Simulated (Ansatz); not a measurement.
Species: [B(F)3(CH3OH)] (charge 0, multiplicity 1).

Q: Give a relaxed geometry from PBE-D3(BJ)/def2-SVP in Ansatz (a first-principles code).

A: Several could match; the one computed here: the end point of this relaxation, one of several conformers.
Cartesian coordinates (Å) in one orientation:
```xyz
10

B     -0.141    -0.056     0.083
F     -0.848     0.474    -0.960
F      0.078     0.786     1.133
F     -0.395    -1.358     0.365
C      1.615    -0.606    -1.912
O      1.482    -0.128    -0.557
H      1.044     0.030    -2.617
H      1.193    -1.627    -1.912
H      2.687    -0.647    -2.184
H      1.842     0.777    -0.467
```
